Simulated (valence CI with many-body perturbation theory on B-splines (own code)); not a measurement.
Level structure of Pd XV

Computed by valence CI with perturbative core correlation (CI+MBPT): four valence electrons over a frozen Dirac-Fock core [Ar] 3d10, a basis of 11 s, 11 p, 9 d, 7 f, 5 g, 2 h, 1 i functions for each j, with the one-electron correlation potential Σ1 (screened to all orders), the two-electron term Σ2, the three-electron term Σ3, Breit, model QED; selected single and double excitations, second order for the rest (own B-spline code, finite nucleus).

No measured levels were compared; by estimate levels hold to about 250 cm⁻¹ or 0.2 % of their energy and the worst to 1 %, as in measured heavy ions of charge 2 to 7; those with d or f electrons hold less well.

Levels 1 to 45 of 73, with energies above the lowest level, 4s2 4p2 3P_0. "Leading %" is the weight of the configuration and term that name the level; weights of strongly mixed levels are sums over their largest components and can fall short. Lifetimes count E1, E2, E3, M1 and M2 decay at the calculated energies, and are blank where another channel may lead or the interval is too uncertain; long ones can be off by a factor of two.

| No. | Configuration | Term | J | E (cm⁻¹) | Leading % | Second component | Lifetime | g |
| --- | --- | --- | --- | --- | --- | --- | --- | --- |
| 1 | 4s2 4p2 | 3P | 0 | 0 | 84 | 14 % 4s2 4p2 1S |  |  |
| 2 | 4s2 4p2 | 3P | 1 | 36871 | 98 |  | 1.30 ms | 1.500 |
| 3 | 4s2 4p2 | 3P | 2 | 50051 | 56 | 42 % 4s2 4p2 1D | 48.4 ms | 1.286 |
| 4 | 4s2 4p2 | 1D | 2 | 98334 | 56 | 42 % 4s2 4p2 3P | 405 μs | 1.213 |
| 5 | 4s2 4p2 | 1S | 0 | 134500 | 83 | 14 % 4s2 4p2 3P | 132 μs |  |
| 6 | 4s 4p3 | 5S° | 2 | 286380 | 87 | 11 % 4s 4p3 3P° | 2.12 ns | 1.930 |
| 7 | 4s 4p3 | 3D° | 1 | 344200 | 71 | 16 % 4s 4p3 3P° | 120 ps | 0.717 |
| 8 | 4s 4p3 | 3D° | 2 | 349360 | 70 | 16 % 4s 4p3 3P° | 211 ps | 1.280 |
| 9 | 4s 4p3 | 3D° | 3 | 363920 | 93 | 5 % 4s2 4p 4d 3D° | 262 ps | 1.333 |
| 10 | 4s 4p3 | 3P° | 0 | 394850 | 94 | 4 % 4s2 4p 4d 3P° | 90.1 ps |  |
| 11 | 4s 4p3 | 3P° | 1 | 400450 | 72 | 16 % 4s 4p3 3D° | 73.3 ps | 1.340 |
| 12 | 4s 4p3 | 3P° | 2 | 405810 | 43 | 24 % 4s 4p3 1D° | 74.6 ps | 1.305 |
| 13 | 4s 4p3 | 1D° | 2 | 448440 | 52 | 25 % 4s 4p3 3P° | 55.3 ps | 1.147 |
| 14 | 4s 4p3 | 3S° | 1 | 451470 | 58 | 32 % 4s 4p3 1P° | 12.1 ps | 1.608 |
| 15 | 4s 4p3 | 1P° | 1 | 506350 | 55 | 33 % 4s 4p3 3S° | 13.4 ps | 1.331 |
| 16 | 4s2 4p 4d | 3F° | 2 | 514980 | 89 |  | 98.5 ps | 0.699 |
| 17 | 4s2 4p 4d | 3F° | 3 | 535000 | 91 | 4 % 4s2 4p 4d 3D° | 107 ps | 1.092 |
| 18 | 4s2 4p 4d | 3P° | 2 | 559020 | 44 | 28 % 4s2 4p 4d 1D° | 9.82 ps | 1.251 |
| 19 | 4s2 4p 4d | 3F° | 4 | 568190 | 98 |  |  | 1.250 |
| 20 | 4s2 4p 4d | 3D° | 1 | 569750 | 54 | 28 % 4s2 4p 4d 3P° | 6.36 ps | 0.858 |
| 21 | 4s2 4p 4d | 1D° | 2 | 594360 | 42 | 27 % 4s2 4p 4d 3D° | 8.20 ps | 1.092 |
| 22 | 4s2 4p 4d | 3P° | 0 | 602380 | 93 | 4 % 4s 4p3 3P° | 9.09 ps |  |
| 23 | 4s2 4p 4d | 3P° | 1 | 607210 | 62 | 30 % 4s2 4p 4d 3D° | 7.61 ps | 1.167 |
| 24 | 4s2 4p 4d | 3D° | 3 | 608810 | 79 | 7 % 4s2 4p 4d 1F° | 6.29 ps | 1.292 |
| 25 | 4s2 4p 4d | 3D° | 2 | 613130 | 48 | 38 % 4s2 4p 4d 3P° | 7.44 ps | 1.293 |
| 26 | 4s2 4p 4d | 1F° | 3 | 651100 | 87 | 9 % 4s2 4p 4d 3D° | 5.40 ps | 1.031 |
| 27 | 4s2 4p 4d | 1P° | 1 | 660370 | 83 | 7 % 4s2 4p 4d 3D° | 7.94 ps | 0.974 |
| 28 | 4p4 | 3P | 2 | 689900 | 60 | 20 % 4p4 1D | 41.4 ps | 1.374 |
| 29 | 4p4 | 3P | 0 | 721330 | 56 | 25 % 4p4 1S | 33.0 ps |  |
| 30 | 4p4 | 3P | 1 | 733660 | 76 | 19 % 4s 4p2 4d 3P | 35.2 ps | 1.493 |
| 31 | 4p4 | 1D | 2 | 742140 | 58 | 19 % 4p4 3P | 52.4 ps | 1.123 |
| 32 | 4s 4p2 4d | 5F | 1 | 758120 | 86 | 6 % 4s 4p2 4d 3D | 426 ps | 0.136 |
| 33 | 4s 4p2 4d | 5F | 2 | 763930 | 76 | 15 % 4s 4p2 4d 5D | 305 ps | 1.095 |
| 34 | 4s 4p2 4d | 5F | 3 | 774740 | 68 | 24 % 4s 4p2 4d 5D | 235 ps | 1.321 |
| 35 | 4s 4p2 4d | 5D | 0 | 792330 | 92 |  | 477 ps |  |
| 36 | 4s 4p2 4d | 5F | 4 | 793000 | 79 | 18 % 4s 4p2 4d 5D | 4.54 ns | 1.371 |
| 37 | 4s 4p2 4d | 5D | 1 | 794780 | 86 | 7 % 4s 4p2 4d 5F | 190 ps | 1.402 |
| 38 | 4s 4p2 4d | 5D | 2 | 796570 | 63 | 18 % 4s 4p2 4d 5F | 117 ps | 1.341 |
| 39 | 4s 4p2 4d | 5D | 3 | 799700 | 45 | 25 % 4s 4p2 4d 5F | 99.6 ps | 1.356 |
| 40 | 4s 4p2 4d | 5D | 4 | 809200 | 56 | 27 % 4s 4p2 4d 3F | 1.62 ns | 1.397 |
| 41 | 4s 4p2 4d | 5F | 5 | 810780 | 89 | 10 % 4s 4p2 4d 3G | 3.05 ns | 1.380 |
| 42 | 4s 4p2 4d | 3F | 2 | 815720 | 82 | 5 % 4s 4p2 4d 5D | 119 ps | 0.760 |
| 43 | 4p4 | 1S | 0 | 816460 | 52 | 19 % 4p4 3P | 39.9 ps |  |
| 44 | 4s 4p2 4d | 3F | 3 | 830710 | 68 | 13 % 4s 4p2 4d 5P | 44.8 ps | 1.196 |
| 45 | 4s 4p2 4d | 3P | 2 | 839580 | 67 | 10 % 4p4 3P | 14.7 ps | 1.443 |

Names give the largest LS component (configuration and term), which can be under half, so a name can repeat, a term be missing and a line seem to break the LS rules; names also repeat where a configuration has a term twice.

The ionisation energy to 4s2 4p 2P°_1/2 of the next ion comes out as 343.4 eV (NIST: 342 ± 3 eV (theoretical)). All 73 levels together are meant to be complete up to 943400 cm⁻¹.
